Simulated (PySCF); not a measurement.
Ge(H)2(F)(NH2) (FGeH₄N), SMILES [NH2][GeH2][F].

Coordinates come from a PBE0-D3(BJ)/def2-TZVP optimisation. One conformer was computed; it need not be the lowest.

All values below come from ωB97X/def2-TZVPD run with PySCF.

The molecule is in vacuum.

```
Item                                                                                                           Result
---------------------------------------------------------------------------------------------  ----------------------
total energy                                                                                      -2234.13549 hartree
point group                                                                                                        Cs
highest occupied level                                                                                      -10.62 eV
lowest empty level                                                                                            1.82 eV
orbital gap                                                                                                  12.43 eV
dipole moment                                                                                                  1.70 D
quadrupole, principal values (traceless, Buckingham form, about the centre of nuclear charge)   -9.80, 3.64, 6.15 D·Å
mean static polarisability                                                                       39.6 bohr³ (5.87 Å³)
polarisability, principal values                                                               37.4, 38.7, 42.7 bohr³
```
